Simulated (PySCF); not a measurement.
C4H6BNO, SMILES C=C1OC(=C)B1N. Coordinates come from a r2SCAN-D4/def2-SVP optimisation. This is a generated structure with no PubChem entry under its InChIKey; it may be hypothetical. Other conformers were not sampled.

Computed equilibrium geometry at r2SCAN-D4/def2-SVP (PySCF confirms it by a frequency run) as bond lengths and angles, and its point group (one conformer of several):
point group C2v.
Atoms: C1 C2 O3 C4 C5 B6 N7 H8 H9 H10 H11 H12 H13. Bonded distances (Å): C1–C2 1.337, C1–H8 1.094, C1–H9 1.092, C2–O3 1.413, C2–B6 1.577, O3–C4 1.413, C4–C5 1.337, C4–B6 1.577, C5–H10 1.092, C5–H11 1.094, B6–N7 1.384, N7–H12 1.013, N7–H13 1.013. Bond angles (°): C2–C1–H8 121.6, C2–C1–H9 119.7, H8–C1–H9 118.7, C1–C2–O3 123.7, C1–C2–B6 145.7, O3–C2–B6 90.6, C2–O3–C4 95.6, O3–C4–C5 123.7, O3–C4–B6 90.6, C5–C4–B6 145.7, C4–C5–H10 119.7, C4–C5–H11 121.6, H10–C5–H11 118.7, C2–B6–C4 83.2, C2–B6–N7 138.4, C4–B6–N7 138.4, B6–N7–H12 123.1, B6–N7–H13 123.1, H12–N7–H13 113.9.
Charge 0, spin multiplicity 1.
